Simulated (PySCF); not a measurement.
Species: C3H8BNSi.
SMILES with atom numbers: `[CH3:1][C:2]#[C:3][BH:4][SiH2:5][NH2:6]` (hydrogens: H7, H8, H9 on C1; H10 on B4; H11, H12 on Si5; H13, H14 on N6)

Theory: PBE0-D3(BJ)/def2-SVP geometry optimisation, gas phase in PySCF 2.14.0.

Entries marked ? are missing. Bonds in one row agree within 0.01 Å.

| coordinate | value |
| --- | --- |
| C1–C2 | 1.447 Å |
| C2≡C3 | ? |
| C3–B4 | 1.497 Å |
| B4–Si5 | ? |
| Si5–N6 | ? |
| C1–H7, C1–H8, C1–H9 | 1.102 Å |
| B4–H10 | 1.213 Å |
| Si5–H11 | 1.514 Å |
| Si5–H12 | 1.498 Å |
| N6–H13, N6–H14 | 1.014 Å |
| C1–C2–C3 | ? |
| C2–C3–B4 | ? |
| C3–B4–Si5 | 121.0° |
| B4–Si5–N6 | ? |

Estimate the withheld lengths and angles.

- C2≡C3 = 1.226 Å, drawn triple (both ends alkyne carbon); 0.15 Å below the sum of covalent radii, 1.38 Å.
- B4–Si5 = 2.016 Å, drawn single (three-coordinate boron to SiH2 silicon); 0.07 Å above the sum of covalent radii, 1.95 Å.
- Si5–N6 = 1.740 Å, drawn single (SiH2 silicon to silicon-bound nitrogen); 0.08 Å below the sum of covalent radii, 1.82 Å.
- C1–C2–C3 = 179.2°, at the alkyne carbon; the outer atoms are 2.673 Å apart.
- C2–C3–B4 = 178.0°, at the alkyne carbon; the outer atoms are 2.722 Å apart.
- B4–Si5–N6 = 109.6°, at the SiH2 silicon; the outer atoms are 3.074 Å apart.

Radii are Cordero's, carbon taken as 0.76, 0.73 or 0.69 Å for four, three, and two or fewer neighbours.

Not checked by PBE0-D3(BJ)/def2-SVP frequencies. One conformer, not necessarily the lowest (C3–B4–Si5–N6 159°, B4–Si5–N6–H 43° and -178°).
